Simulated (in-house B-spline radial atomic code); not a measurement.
Configurations of Ca⁵⁺, with energies counted from [Ne] 3s2 3p3. Level of theory: Dirac-Hartree-Fock, average of configuration, Fermi nucleus of rms radius 3.4776 fm; calculated with an all-electron radial atomic-structure program (B-spline basis). Energies include first-order Breit, QED and recoil terms.

Occupations are held fixed; configurations that lie above the ionisation limit could autoionise.

```csv
configuration,E - E(ref) (eV),highest orbital,its <r> (bohr)
[Ne] 3s2 3p2 4d1,68.28,4d5/2,2.887
[Ne] 3s2 3p2 5f1,84.612,5f7/2,5.073
[Ne] 3s2 3p2 6d1,89.485,6d5/2,7.584
[Ne] 3s2 3p2 7d1,93.691,7d5/2,10.68
[Ne] 3s1 3p3 5d1,104.09,5d5/2,4.98
[Ne] 3s1 3p3 7d1,115.53,7d5/2,10.67
```

(1) Order these further configurations by energy, lowest first.
A. [Ne] 3s2 3p2 6s1
B. [Ne] 3s1 3p3 7g1
C. [Ne] 3s1 3p3 5g1
D. [Ne] 3s1 3p3 4f1
E. [Ne] 3s1 3p4

(2) How far above the reference does [Ne] 3s2 3p2 7g1 lie?

Results:

(1) E (23.011 eV), A (85.636 eV), D (95.164 eV), C (106.89 eV), B (116.49 eV).

(2) 94.644 eV; its least bound orbital is 7g9/2 with <r> = 10.56 bohr.
